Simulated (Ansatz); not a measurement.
`OBCCl` → `[CH2]` (triplet) + `OBCl` at 700 K and 1 bar (formal loss of a carbene).

Computed with Ansatz on PBE0-D4/def2-TZVP structures; ΔE is electronic, products minus reactants. CCSD(T)/CBS adds triple-zeta CCSD(T) − MP2 to the extrapolated MP2 energy (def2 sets, frozen cores). This one scheme is used for every species. Triplets are unrestricted, without spin–orbit coupling. Each species was taken in one conformer, which may not be the lowest.

```tsv
species	CCSD(T)/CBS energy (Eh)	H − E (kJ/mol)	S (J/(mol·K))
`OBCCl`	-600.26080	204.3	380.7
`[CH2]` (triplet)	-39.09499	70.4	226.8
`OBCl`	-561.03999	114.9	320.4
```

H − E and S are ideal-gas, rigid-rotor, harmonic terms from PBE0-D4/def2-TZVP, for one conformer and one mirror image of each species, with the whole ground term of open shells counted as degenerate. 1 Eh = 2625.50 kJ/mol, R = 8.31446 J/(mol·K).

**Question.** By hand: ΔE, ΔH, ΔS and ΔG.

**Answer.** ΔE = (-39.09499) + (-561.03999) − (-600.26080) = 0.12582 Eh = 330.3 kJ/mol. Δ(H − E) = 70.4 + 114.9 − 204.3 = -19.0, so ΔH = 311.3 kJ/mol. ΔS = 226.8 + 320.4 − 380.7 = 166.5 J/(mol·K). ΔG = 311.3 − 700 × (166.5)/1000 = 194.8 kJ/mol.

**Question.** By hand: the equilibrium constant, and the temperature at which ΔG would vanish if ΔH and ΔS stayed fixed.

**Answer.** log₁₀ K = −ΔG/(RT ln 10) = -14.5. ΔG = 0 at ΔH/ΔS = 1870 K.

The number of gas molecules changes by +1, which sets the sign of ΔS. A doubt of 5 kJ/mol in ΔE shifts log₁₀ K by 0.4 here. Other conformers and mirror images would add mixing entropy, several J/(mol·K) or more a flexible species. A triplet takes part, so the spin changes. These are equilibria of isolated gas molecules and say nothing of rates. Largest T1 diagnostic: 0.012 (customary marks: 0.02 for closed shells, 0.045 for open ones).
